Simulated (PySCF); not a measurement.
## Spinor energies of Au(62+) (gold, charge +62)

Start: [Ne] 3s2 3p5; 3p1/2 filled at m_j = -1/2, +1/2; 3p3/2 filled at m_j = -1/2, +1/2, +3/2. Calculated with PySCF 2.14 in an uncontracted even-tempered set (18 s from 20 bohr⁻², ratio 2.4; 14 p from 26 bohr⁻², ratio 2.4; 4 d from 93 bohr⁻², ratio 2.6; 4 f from 140 bohr⁻², ratio 2.6): generalised Hartree-Fock with the X2C-1e Hamiltonian and a Gaussian nucleus; one run each with spin-orbit coupling (SO) switched off, then screened by Boettger's factors.

| spinor shell | electrons | ε, spin-free (eV) | ε, screened SO (eV) | weight of nominal j (screened SO) | rms radius, screened SO (bohr) |
| --- | --- | --- | --- | --- | --- |
| 1s1/2 | 2 | -86111.5 | -86077.6 | 1.000 | 0.0190 |
| 2s1/2 | 2 | -19233.6 | -19222.0 | 1.000 | 0.0760 |
| 2p1/2 | 2 | -17303.2 | -18650.2 | 1.000 | 0.0642 |
| 3s1/2 | 2 | -7579.2 | -7575.3 | 1.000 | 0.184 |
| 3p1/2 | 2 | -7004.1 | -7350.6 | 1.000 | 0.174 |
| 3p3/2 | 3 | -7004.1 | -6863.7 | 1.000 | 0.187 |

(1) Where does 2p3/2 lie, and what is the 2p spin-orbit splitting (screened SO)?

```
   quantity     spin-free   screened SO
E (hartree)  -14731.97021  -14765.54287
        M_J           3/2           3/2
       ⟨J²⟩         3.750         3.750
       ⟨L²⟩         2.000         2.062
       ⟨S²⟩         0.750         0.812
```

Each row is a mean over spinors that exchange with the open shell spreads, by up to 30.597 eV (3s1/2).

Breit and QED terms are absent; they matter most for the inner s and p1/2 levels.

Densities and radii are taken from the X2C orbitals without a picture-change correction, which distorts them close to the nucleus.

Without spin-orbit coupling the j labels of p, d and f shells carry no meaning; the spin-free column gives the mean over the occupied spinors of each nl shell.

## Answers

(1) At -16770.6 eV, 1879.6 eV above 2p1/2.
